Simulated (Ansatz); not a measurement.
Sn₆⁺, relaxed as a doublet with UKS r2SCAN-D4/def2-SVP in Ansatz, starting from the GFN2-xTB geometry. Force threshold 0.03 eV/Å.

In the def2 sets Sn takes a core potential; there is no spin–orbit coupling. The structure comes from a short search, and lower isomers may exist.

Start:

Cartesian coordinates in Å:
```
Sn 0.908 -1.495 -1.316
Sn 1.401 0.366 0.882
Sn -1.419 0.287 -0.199
Sn 0.501 1.178 -2.273
Sn -0.724 2.010 1.986
Sn -0.668 -2.346 0.920
```

```
        step  energy (eV)  largest force component (eV/Å)  SCF passes
           1  -35000.5806                           0.515          26
           2  -35000.7101                           0.407          35
           3  -35000.8483                           0.430          36
           4  -35000.9952                           0.418          36
           5  -35001.0687                           0.460          32
           6  -35001.1409                           0.412          33
           7  -35001.1947                           0.099          30
8 (rejected)  -35001.1220                           0.359          33
           9  -35001.2072                           0.037          25
          10  -35001.2079                           0.007          27
```

Force components are those of the run's own axes.

End:

Cartesian coordinates in Å:
```
Sn 0.725 -1.654 -1.569
Sn 1.575 0.224 0.821
Sn -1.708 0.077 -0.534
Sn 0.604 1.388 -1.614
Sn -0.759 1.743 1.650
Sn -0.437 -1.778 1.245
```

Bonds lost: Sn2–Sn3 (atoms count from 1). Metal–metal contacts that move far: Sn2–Sn6 3.41 to 2.87 Å, Sn2–Sn4 3.38 to 2.87 Å.

No frequencies were taken in this run, so the end may be a saddle point.

Hardware: 4 threads of Arm Neoverse V1 on a shared host. Wall time 2 min.
